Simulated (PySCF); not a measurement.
Working out the excitation energy of Ca

Ca [Ar] 4s2 (1S) → Ca [Ar] 4p2 (3P). Calculation: PySCF 2.14, in ANO-RCC-VTZP; the spin-free X2C one-electron Hamiltonian (Gaussian nucleus). Frozen: [Ar]. Energies in hartree (1 hartree = 27.21139 eV):

```
            part   Ca (lower)   Ca (upper)
             UHF  -679.627771  -679.474043
CCSD correlation    -0.028158    -0.007677
             (T)     0.000000     0.000000
```

Problem. What does Hartree-Fock give?

Solution. (-679.474043) − (-679.627771) = 0.153728 hartree = 4.183 eV.

Problem. What do CCSD and CCSD(T) give?

Solution. The CCSD correlation energies differ by 0.020481 hartree = 0.557 eV and the triples by 0.000000 hartree = 0.000 eV, so CCSD gives 4.740 eV and CCSD(T) 4.740 eV.

Measured between the centres of the two terms (NIST): 4.774 eV, so CCSD(T) (valence) is off by -0.034 eV.

The coupled-cluster amplitudes are large, so a single reference is strained.

What remains against the reference includes basis incompleteness, the frozen core and higher excitations.
